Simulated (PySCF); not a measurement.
C3H5F3, SMILES C[C@@H](F)C(F)F.

The structure is a stationary point at B3LYP-D3(BJ)/def2-SVP. The structure was generated by enumeration; whether it is a known compound was not checked. The values are those of a single conformer.

Two levels are set side by side: TDA-PBE/def2-SVPD (PySCF) and TDA-PBE0/def2-SVPD (PySCF). Vertical, same geometry. The lowest singlet is HOMO→LUMO 99 % with PBE and HOMO→LUMO 95 % with the other functional; states are paired by order. Differences are taken from unrounded values.

| quantity | TDA-PBE |
|---|---|
| lowest singlet excitation (eV) | 7.66 |
| lowest triplet excitation (TDA) (eV) | 7.42 |

### Question
These are the TDA-PBE values. What does TDA-PBE0 give? (An estimate is asked for; the answer gives what the named calculation found.)

### Answer

```csv
quantity,TDA-PBE0,TDA-PBE minus TDA-PBE0
lowest singlet excitation (eV),8.78,-1.12
lowest triplet excitation (TDA) (eV),8.41,-0.99
```

A lower first singlet is the usual sign of a functional without exact exchange. Differences between two approximate levels are no errors against the true value.

Rough cost on one machine, each run with all the roots and properties that it gave: TDA-PBE0 against TDA-PBE about 3 times.
